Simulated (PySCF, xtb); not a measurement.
CH4CdO, SMILES [CdH][O]C.

Harmonic wavenumbers (cm⁻¹) from GFN2-xTB (xtb 6.7.1) at its own minimum, in rising order: 116, 170, 180, 284, 310, 1068, 1142, 1147, 1418, 1487, 1490, 1546, 2849, 2865, 2896.

What does PBE0-D3(BJ)/def2-TZVP (PySCF) give at its own minimum? (An estimate is asked for; the answer gives what the named calculation found.)

101, 169, 463, 476, 523, 1135, 1170, 1191, 1478, 1493, 1493, 1899, 2959, 3000, 3039. Paired by order, the mean absolute difference is 110 cm⁻¹ and the zero-point energies are 27.1 and 29.4 kcal/mol.
